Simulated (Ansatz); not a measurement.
Name a neutral molecule of C, S, Zn and H with size of the dipole moment (ωB97M-V/def2-TZVPP) between 1.15 and 1.45 D and ideal-gas entropy at 298 K and 1 bar (rigid rotor, harmonic PBE0-D4/def2-TZVP) between 341 and 357 J/(mol·K) (Ansatz, PBE0-D4/def2-TZVP geometry).

`CS[CH2][ZnH]` (1.37 D, 346 J/(mol·K)). Other molecules can fit too; these were computed, each in one conformer that needn't be the lowest.
